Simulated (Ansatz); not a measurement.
Steps of a relaxation of GeH8OSi2, SMILES `[SiH3][SiH2][O][GeH3]` with RKS PBE0-D4/def2-TZVP.

```sh
$ ansatz run in.yaml --threads 4 --pin off --events-out ev --progress --plain --max-ram 10444MiB
```

```yaml
crystal:
  periodic: [false, false, false]
  atoms:
    - {symbol: Si, position_ang: [-1.607175, 1.212025, -0.215304]}
    - {symbol: Si, position_ang: [0.063217, 0.472738, 1.283106]}
    - {symbol: O, position_ang: [1.382381, -0.179768, 0.471198]}
    - {symbol: Ge, position_ang: [1.511948, -1.451176, -0.799225]}
    - {symbol: H, position_ang: [-2.152084, 0.060377, -1.022193]}
    - {symbol: H, position_ang: [-2.748918, 1.831564, 0.550278]}
    - {symbol: H, position_ang: [-1.058625, 2.235933, -1.174912]}
    - {symbol: H, position_ang: [-0.551784, -0.535273, 2.228163]}
    - {symbol: H, position_ang: [0.567944, 1.630467, 2.100593]}
    - {symbol: H, position_ang: [3.017663, -1.519925, -1.143824]}
    - {symbol: H, position_ang: [0.660508, -1.016255, -2.025157]}
    - {symbol: H, position_ang: [0.991925, -2.795905, -0.218723]}
basis:
  gaussian: {orbitals: def2-TZVP}
hamiltonian: {xc: pbe0, dispersion: d4}
relax: {f_tol: 0.005, max_steps: 150}
```

Positions (Å) and forces (eV/Å) along the path, 10 of 11 steps:

```xyz
12
step=1 energy=-74437.4576 eV
Si   -1.607    1.212   -0.215   -0.124    0.053   -0.122
Si    0.063    0.473    1.283    0.718   -0.355   -0.315
O     1.382   -0.180    0.471   -0.870    0.024    0.172
Ge    1.512   -1.451   -0.799   -0.039    0.235    0.243
H    -2.152    0.060   -1.022    0.113    0.238    0.173
H    -2.749    1.832    0.550    0.248   -0.133   -0.155
H    -1.059    2.236   -1.175   -0.117   -0.213    0.202
H    -0.552   -0.535    2.228    0.170    0.200   -0.226
H     0.568    1.630    2.101   -0.084   -0.252   -0.173
H     3.018   -1.520   -1.144   -0.245    0.015    0.061
H     0.661   -1.016   -2.025    0.146   -0.063    0.230
H     0.992   -2.796   -0.219    0.085    0.252   -0.089
12
step=3 energy=-74437.5135 eV
Si   -1.594    1.200   -0.219    0.003    0.002    0.001
Si    0.073    0.463    1.262    0.084   -0.011   -0.040
O     1.363   -0.176    0.472   -0.086   -0.007    0.007
Ge    1.496   -1.431   -0.781    0.028    0.007   -0.002
H    -2.137    0.064   -1.013   -0.010   -0.012   -0.010
H    -2.715    1.811    0.546   -0.008    0.006    0.009
H    -1.056    2.212   -1.167   -0.001    0.013   -0.015
H    -0.532   -0.544    2.182   -0.003   -0.004    0.021
H     0.568    1.605    2.074   -0.008    0.005    0.023
H     2.985   -1.507   -1.127    0.012    0.000    0.001
H     0.652   -0.995   -1.990   -0.005    0.007   -0.007
H     0.975   -2.757   -0.204   -0.006   -0.006    0.012
12
step=4 energy=-74437.5140 eV
Si   -1.595    1.202   -0.220   -0.002   -0.001    0.005
Si    0.073    0.462    1.260    0.022    0.014    0.010
O     1.359   -0.178    0.470   -0.024   -0.013   -0.013
Ge    1.499   -1.433   -0.782    0.013   -0.003   -0.004
H    -2.142    0.066   -1.014   -0.004   -0.003   -0.001
H    -2.714    1.813    0.548   -0.002    0.002    0.004
H    -1.062    2.215   -1.172    0.002    0.002   -0.002
H    -0.529   -0.543    2.186   -0.010   -0.004   -0.001
H     0.567    1.601    2.078   -0.002    0.007    0.002
H     2.989   -1.508   -1.125    0.001    0.001    0.004
H     0.655   -0.996   -1.992    0.004   -0.002   -0.003
H     0.976   -2.757   -0.202    0.001   -0.001   -0.001
12
step=5 energy=-74437.5145 eV
Si   -1.604    1.206   -0.214    0.018    0.011   -0.010
Si    0.072    0.463    1.255   -0.017   -0.007    0.012
O     1.353   -0.183    0.464   -0.016    0.004   -0.003
Ge    1.508   -1.438   -0.785    0.007   -0.008   -0.009
H    -2.165    0.071   -1.001    0.002   -0.003    0.002
H    -2.714    1.828    0.559    0.001    0.000    0.006
H    -1.068    2.212   -1.172   -0.008    0.002   -0.005
H    -0.537   -0.538    2.181    0.006   -0.003    0.007
H     0.570    1.601    2.073    0.003    0.005   -0.001
H     3.003   -1.510   -1.111    0.001    0.000    0.003
H     0.678   -1.003   -2.005    0.002   -0.001   -0.002
H     0.981   -2.763   -0.210    0.002    0.000   -0.001
12
step=6 energy=-74437.5148 eV
Si   -1.612    1.214   -0.210    0.001   -0.006    0.001
Si    0.066    0.461    1.253   -0.023    0.012   -0.015
O     1.340   -0.189    0.455    0.003   -0.006   -0.002
Ge    1.518   -1.445   -0.789    0.011   -0.004   -0.004
H    -2.189    0.079   -0.983   -0.001    0.007    0.001
H    -2.707    1.848    0.576   -0.001   -0.002   -0.006
H    -1.083    2.213   -1.180   -0.001   -0.006    0.009
H    -0.541   -0.538    2.183    0.008    0.007   -0.001
H     0.569    1.602    2.064    0.010   -0.008    0.008
H     3.019   -1.512   -1.089   -0.004    0.002    0.001
H     0.708   -1.016   -2.025    0.001    0.001    0.007
H     0.989   -2.772   -0.221   -0.004    0.004    0.001
12
step=7 energy=-74437.5149 eV
Si   -1.614    1.214   -0.209   -0.002    0.003   -0.001
Si    0.066    0.462    1.252    0.000   -0.005    0.002
O     1.339   -0.189    0.454   -0.002   -0.002   -0.004
Ge    1.520   -1.445   -0.789    0.000    0.004   -0.001
H    -2.192    0.080   -0.984    0.004    0.001    0.001
H    -2.710    1.848    0.575    0.001   -0.001   -0.001
H    -1.084    2.213   -1.179   -0.001   -0.002    0.003
H    -0.540   -0.536    2.183    0.000    0.001   -0.002
H     0.573    1.599    2.065    0.001    0.002   -0.001
H     3.021   -1.512   -1.087   -0.003   -0.002    0.001
H     0.711   -1.016   -2.025    0.002    0.001    0.001
H     0.988   -2.772   -0.222    0.002    0.000    0.002
12
step=8 energy=-74437.5149 eV
Si   -1.614    1.215   -0.208    0.000    0.000    0.001
Si    0.066    0.463    1.251    0.001    0.000    0.001
O     1.338   -0.188    0.452    0.001   -0.001   -0.003
Ge    1.519   -1.446   -0.790   -0.002    0.003    0.002
H    -2.186    0.080   -0.987    0.000    0.000   -0.001
H    -2.714    1.843    0.575    0.000    0.000   -0.001
H    -1.086    2.217   -1.174    0.000    0.001    0.001
H    -0.539   -0.535    2.183    0.000    0.000    0.000
H     0.575    1.600    2.064    0.000    0.000    0.000
H     3.020   -1.515   -1.085    0.001    0.000    0.001
H     0.712   -1.018   -2.027    0.000    0.000   -0.001
H     0.986   -2.771   -0.221    0.000   -0.001    0.001
12
step=9 energy=-74437.5149 eV
Si   -1.614    1.216   -0.207   -0.001   -0.001    0.002
Si    0.067    0.465    1.251    0.001    0.004   -0.002
O     1.337   -0.187    0.449    0.004    0.000   -0.001
Ge    1.518   -1.448   -0.790   -0.002   -0.001    0.004
H    -2.178    0.081   -0.992   -0.001   -0.002   -0.001
H    -2.720    1.834    0.576   -0.001    0.000    0.001
H    -1.089    2.225   -1.168    0.001    0.003   -0.002
H    -0.536   -0.533    2.184   -0.001   -0.001    0.002
H     0.578    1.602    2.062   -0.001   -0.002    0.000
H     3.019   -1.519   -1.083    0.004    0.000    0.000
H     0.714   -1.021   -2.029   -0.002    0.000   -0.003
H     0.983   -2.771   -0.219   -0.002   -0.001    0.000
12
step=10 energy=-74437.5149 eV
Si   -1.615    1.216   -0.207    0.000   -0.002    0.003
Si    0.067    0.466    1.251    0.000    0.004   -0.001
O     1.337   -0.186    0.446    0.005    0.002    0.000
Ge    1.517   -1.449   -0.790   -0.003   -0.002    0.003
H    -2.174    0.082   -0.996   -0.002   -0.001   -0.001
H    -2.723    1.829    0.577   -0.001    0.000    0.000
H    -1.092    2.230   -1.163    0.000    0.002   -0.002
H    -0.535   -0.532    2.184   -0.001   -0.002    0.002
H     0.579    1.603    2.061   -0.001   -0.002    0.000
H     3.019   -1.522   -1.081    0.004    0.000    0.000
H     0.715   -1.023   -2.031   -0.001    0.001   -0.003
H     0.980   -2.770   -0.217   -0.001    0.000    0.000
12
step=11 energy=-74437.5149 eV
Si   -1.616    1.217   -0.206   -0.002    0.001    0.000
Si    0.069    0.468    1.249   -0.001    0.001   -0.002
O     1.337   -0.184    0.443    0.004    0.004    0.002
Ge    1.517   -1.450   -0.790   -0.001   -0.004    0.000
H    -2.168    0.085   -1.002    0.000    0.001    0.001
H    -2.729    1.819    0.579    0.001    0.000    0.000
H    -1.097    2.239   -1.157    0.000    0.000    0.000
H    -0.532   -0.530    2.184    0.000   -0.001    0.001
H     0.582    1.605    2.059   -0.001   -0.001   -0.001
H     3.019   -1.528   -1.077    0.001    0.000    0.000
H     0.718   -1.026   -2.033    0.000    0.000    0.000
H     0.975   -2.769   -0.214   -0.001    0.001   -0.001
```

Run time 26 s (4 threads of an Intel Xeon 6975P-C on a shared host); peak host memory 0.65 GiB.
